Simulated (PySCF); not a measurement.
This PySCF input asks for the NMR shieldings of `BOB(C)OC(C)C`, C₄H₁₂B₂O₂; the geometry comes from GFN2-xTB.

```python
import basis_set_exchange as bse
import numpy as np
from pyscf import gto, dft
from pyscf.prop import nmr

atoms = """
B    -2.290547    0.872591    1.327308
O    -1.704770    0.115181    0.450432
B    -1.061824   -0.588593   -0.477027
C    -1.868735   -1.447027   -1.558852
O     0.292520   -0.629827   -0.532956
C     1.141821    0.055661    0.376697
C     1.248196    1.532928   -0.000659
C     2.507090   -0.626384    0.337598
H    -2.544009    1.997547    1.057540
H    -2.566429    0.434641    2.390781
H    -1.198161   -1.887998   -2.288519
H    -2.419579   -2.252736   -1.080120
H    -2.594886   -0.834568   -2.086702
H     0.718857   -0.022793    1.389961
H     1.935420    2.040107    0.671698
H     1.613457    1.625408   -1.020715
H     0.272912    2.008455    0.067120
H     2.930975   -0.539679   -0.659345
H     2.403631   -1.680803    0.578963
H     3.178913   -0.161431    1.053764
"""
names = dict.fromkeys(["B", "O", "C", "H"], "pcSseg-1")
basis = {el: gto.basis.parse(bse.get_basis(n, elements=[el], fmt="nwchem")) for el, n in names.items()}
mol = gto.M(atom=atoms, basis=basis, charge=0, verbose=0)
mf = dft.RKS(mol, xc="PBE0")
mf.grids.level = 2
mf.grids.alignment = dft.numint.BLKSIZE   # the property module wants whole blocks of grid points
mf.conv_tol = 1e-9
mf.kernel()

calc = nmr.RKS(mf)   # GIAO
C = mf.mo_coeff
Co = C[:, mf.mo_occ > 0]
resp = mf.gen_response(singlet=True, hermi=2)
def vind(x):   # induced exchange potential for any number of trial vectors
    d = np.einsum("pi,xij,qj->xpq", C, 2 * x.reshape(-1, C.shape[1], Co.shape[1]), Co, optimize=True)
    return np.einsum("xpq,pi,qj->xij", resp(d - d.transpose(0, 2, 1)), C, Co, optimize=True).ravel()
mo1, _ = nmr.rhf.solve_mo1(calc, with_cphf=vind)
sigma = calc.kernel(mo1)
for i, s in enumerate(sigma):   # ppm
    w = np.linalg.eigvalsh((s + s.T) / 2)
    print("%2d %-2s iso %8.1f  s11 %8.1f  s22 %8.1f  s33 %8.1f" % (i, mol.atom_pure_symbol(i), w.mean(), *w))
```

Task: Give the expected output.

Result: 
```
 0 B  iso     59.2  s11     11.4  s22     55.7  s33    110.4
 1 O  iso     60.2  s11    -68.7  s22     41.4  s33    207.8
 2 B  iso     74.9  s11     50.5  s22     82.2  s33     91.8
 3 C  iso    185.2  s11    176.0  s22    182.2  s33    197.5
 4 O  iso    170.1  s11     72.7  s22    172.3  s33    265.3
 5 C  iso    118.2  s11     87.8  s22    110.1  s33    156.6
 6 C  iso    159.7  s11    140.3  s22    152.8  s33    185.9
 7 C  iso    160.6  s11    142.4  s22    153.1  s33    186.3
 8 H  iso     26.2  s11     25.5  s22     25.8  s33     27.4
 9 H  iso     26.3  s11     25.5  s22     25.8  s33     27.5
10 H  iso     31.4  s11     26.7  s22     30.3  s33     37.2
11 H  iso     31.3  s11     27.6  s22     28.6  s33     37.7
12 H  iso     31.4  s11     27.6  s22     28.9  s33     37.8
13 H  iso     27.4  s11     24.1  s22     28.1  s33     30.0
14 H  iso     30.7  s11     26.5  s22     28.4  s33     37.3
15 H  iso     30.5  s11     27.9  s22     28.5  s33     35.1
16 H  iso     30.2  s11     25.4  s22     30.2  s33     35.1
17 H  iso     30.3  s11     27.4  s22     28.6  s33     34.9
18 H  iso     30.1  s11     26.1  s22     28.0  s33     36.3
19 H  iso     30.7  s11     26.6  s22     28.4  s33     37.2
```

These numbers come from an equivalent density-fitted implementation of the same equations, which agrees with the script to about 0.01 ppm for H and up to a few tenths of a ppm for heavy atoms, so last digits may differ.

Size and cost of the density-fitted run: 196 basis functions, 35 s wall time on 1 thread of an Arm Neoverse V1, shared host; peak memory 0.86 GiB.
